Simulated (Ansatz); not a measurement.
Harmonic frequencies (cm⁻¹) at PBE0-D4/def2-TZVP from Ansatz: 173, 283, 319, 636, 673, 786, 824, 3850, 3898.

Each molecule was computed in one conformer, which needn't be the lowest.

**Question.** Which molecule is it?
A. `C#C[SiH]F`•
B. `[OH][Ga][OH]`•
C. `[SeH][SnH2]`•
D. `F[C](Cl)Cl`•

**Answer.** B.
